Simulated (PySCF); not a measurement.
## Cost of excited-state runs on `COC[C@@H]1C=C[S@@](=O)C1`, C6H10O2S

Geometry:
```json
{"atom": "C1", "x (Å)": "2.597", "y (Å)": "-0.080", "z (Å)": "0.496"}
{"atom": "O2", "x (Å)": "1.206", "y (Å)": "0.014", "z (Å)": "0.342"}
{"atom": "C3", "x (Å)": "0.756", "y (Å)": "-0.340", "z (Å)": "-0.943"}
{"atom": "C4", "x (Å)": "-0.776", "y (Å)": "-0.230", "z (Å)": "-0.953"}
{"atom": "C5", "x (Å)": "-1.159", "y (Å)": "1.193", "z (Å)": "-0.654"}
{"atom": "C6", "x (Å)": "-1.405", "y (Å)": "1.455", "z (Å)": "0.613"}
{"atom": "S7", "x (Å)": "-1.254", "y (Å)": "0.007", "z (Å)": "1.700"}
{"atom": "O8", "x (Å)": "-2.536", "y (Å)": "-0.135", "z (Å)": "2.400"}
{"atom": "C9", "x (Å)": "-1.365", "y (Å)": "-1.057", "z (Å)": "0.181"}
{"atom": "H10", "x (Å)": "2.950", "y (Å)": "-1.103", "z (Å)": "0.313"}
{"atom": "H11", "x (Å)": "2.814", "y (Å)": "0.201", "z (Å)": "1.524"}
{"atom": "H12", "x (Å)": "3.121", "y (Å)": "0.599", "z (Å)": "-0.188"}
{"atom": "H13", "x (Å)": "1.191", "y (Å)": "0.330", "z (Å)": "-1.702"}
{"atom": "H14", "x (Å)": "1.062", "y (Å)": "-1.371", "z (Å)": "-1.184"}
{"atom": "H15", "x (Å)": "-1.140", "y (Å)": "-0.555", "z (Å)": "-1.932"}
{"atom": "H16", "x (Å)": "-1.163", "y (Å)": "1.922", "z (Å)": "-1.450"}
{"atom": "H17", "x (Å)": "-1.654", "y (Å)": "2.406", "z (Å)": "1.046"}
{"atom": "H18", "x (Å)": "-0.830", "y (Å)": "-1.986", "z (Å)": "0.354"}
{"atom": "H19", "x (Å)": "-2.425", "y (Å)": "-1.261", "z (Å)": "0.033"}
```

PySCF with density fitting, on 1 thread of an Arm Neoverse N1, shared host. Command: `OMP_NUM_THREADS=1 python excited_run.py task.json out`

(1) How long does each of these runs take, and how much memory?
- magnetisability and related constants, B97-2/pcSseg-1; usual settings
- magnetisability and related constants, mPW1PW91/3-21G; SCF tolerance 1e-07 Eh

## Answers

(1) 
```
                                  run           level  basis functions  wall time  peak memory (GiB)
magnetisability and related constants  B97-2/pcSseg-1              210       76 s               0.96
magnetisability and related constants  mPW1PW91/3-21G              105       29 s                0.6
```
Times from a shared host are rough.
